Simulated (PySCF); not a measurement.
BrH₃SiZn, SMILES [SiH3][Zn][Br].

The structure is a stationary point at PBE-D3(BJ)/def2-SVP. The structure was generated by enumeration; whether it is a known compound was not checked.

All values below come from B3LYP/def2-TZVPD (PySCF).

Symmetry labels are those of the subgroup Cs that the program uses (full group C3v).

Computed valence orbital energies around the gap with their symmetry:
```
orbital  symmetry  energy (eV)
-------  --------  -----------
HOMO−7         A"       -14.80
HOMO−6         A'       -14.41
HOMO−5         A'        -9.94
HOMO−4         A"        -9.83
HOMO−3         A'        -9.83
HOMO−2         A'        -7.99
HOMO−1         A"        -7.99
HOMO           A'        -7.99
LUMO           A'        -1.43
LUMO+1         A"        -1.43
LUMO+2         A'        -1.23
LUMO+3         A'         0.16
```
